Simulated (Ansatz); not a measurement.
Isolated molecules relaxed with PBE0-D4/def2-TZVP in Ansatz; ΔE leaves out vibrations. CCSD(T)/CBS adds triple-zeta CCSD(T) − MP2 to the extrapolated MP2 energy (def2 sets, frozen cores). This one scheme is used for every species. DFT in def2-TZVPP. HSE06 is defined as in plane-wave codes. For Ge outer-core shells are correlated without core-valence functions, which leaves a few kJ/mol of doubt a bond. Scalar relativity is left out up to krypton. Each species was taken in one conformer, which may not be the lowest.

Consider the ligand exchange at the Si–C bond: `C[SiH2]C=O` + `[NH2][GeH3]` → `C[SiH2][NH][GeH3]` + `C=O`.

```tsv
level	ΔE (kcal/mol)	difference from CCSD(T)/CBS
PBE-D4	-14.4	3.8
r2SCAN-D4	-16.4	1.8
r2SCAN0-D4	-17.7	0.5
HSE06-D4	-16.3	1.9
BHLYP-D4	-19.4	-1.2
CAM-B3LYP-D4	-17.9	0.3
ωB97X-V	-17.3	0.9
PBE-QIDH	-18.3	-0.1
revPBE	-13.2	5.0
PBE0	-15.6	2.6
HSE06	-15.6	2.6
BHLYP	-18.1	0.1
RPA@PBE/def2-TZVPP	-18.5	-0.3
CCSD(T)/def2-TZVPP	-18.5	-0.3
HF/CBS(def2)	-20.3	-2.1
MP2/CBS(def2)	-19.5	-1.3
CCSD(T)/CBS	-18.2	0
```

Largest T1 diagnostic among the species: 0.015.

The D4 term adds −1.3 kcal/mol with B3LYP and −0.7 kcal/mol with PBE0; it sums over pairs of atoms, weighted by their polarisabilities, and B3LYP, whose exchange is more repulsive, gets the larger term. From r2SCAN to r2SCAN0 (25 % exact exchange), in def2-TZVPP and without D4, ΔE moves by −1.2 kcal/mol. Leaving LDA and LC-ωPBE aside and taking each functional with its dispersion term where it has one, the values spread over 5.0 kcal/mol, from BHLYP-D4 to PBE-D4. LDA lies −1.0 kcal/mol from PBE without D4.

B3LYP here is the variant with VWN-RPA as its local correlation; programs differ in this.
